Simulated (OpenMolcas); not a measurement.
Pt3+ among 6 point charges of -1.5 e arranged as a trigonal prism (D3h), 1.66 Å from the ion, with a polar angle of 56.5° against the regular 49.1°.
```
   1.3837    0.0000    0.9171  -1.50
  -0.6918    1.1983    0.9171  -1.50
  -0.6918   -1.1983    0.9171  -1.50
   1.3837    0.0000   -0.9171  -1.50
  -0.6918    1.1983   -0.9171  -1.50
  -0.6918   -1.1983   -0.9171  -1.50
```

```yaml
Program: OpenMolcas
Method: "SS-CASPT2, IPEA 0.25 Eh, imaginary shift 0.1 Eh (closed shells correlated: 4f 5s 5p)"
Basis: ANO-RCC-VDZP [7s6p4d2f]
Scalar_Hamiltonian: DKH2, point nucleus
Active_space: 7 electrons in 5 orbitals (5d)
State_averaging: 2S+1 = 4 even, 10 roots; 2S+1 = 2 even, 40 roots
Spin-orbit_coupling: state interaction with AMFI integrals over the reference wave functions
```

Question: What is the spin-free ground state (labels of D3, the rotations of D3h)?

Answer: 4E, 2-fold in its orbital part, 100 % from free-ion F terms; it has the highest spin that d7 allows.

Question: Where is the first state of the same spin?

Answer: 4E at 10300 cm-1 above the ground state.

Question: What are the lowest two levels with spin-orbit coupling?

Answer: A 2-fold level with g = 0.30, 0.30, 9.53, then a 2-fold level 390 cm-1 above it. Their leading multiplicities are 4 (93 %) and 4 (86 %).

Question: What is χT at 300 K, and how does it compare with the textbook value?

Answer: The lowest level has 2S+1 = 4, for which the spin-only value is χT = S(S+1) / 2 = 1.875 cm3 K/mol (g = 2). The computed 3.772 at 300 K differs by +1.897, through orbital momentum, spin-orbit coupling and any other state in reach.

Roots that are degenerate in the reference are averaged as groups; the widest CASPT2 spread within a group is 120 cm-1 (the 2-fold group of multiplicity 4 near 0 cm-1 above the lowest state of its run). Shifts and gaps below about the spread of the groups concerned are not significant. An orbital doublet at a regular site is open to a Jahn-Teller distortion, which this geometry leaves out. This shell can be high or low spin here, a state of another spin lies low, and with metal d orbitals alone active their balance is uncertain, so the ground spin may be wrong. Point charges give a weaker field than real ligands, and real ions of this kind are as a rule low spin; the high spin found here belongs to the model. Free-ion shares, where given, are those of the reference states; single-state CASPT2 does not remix them. Point charges carry no covalency, so the field is a model and not that of real ligands. No measured value stands beside these numbers.
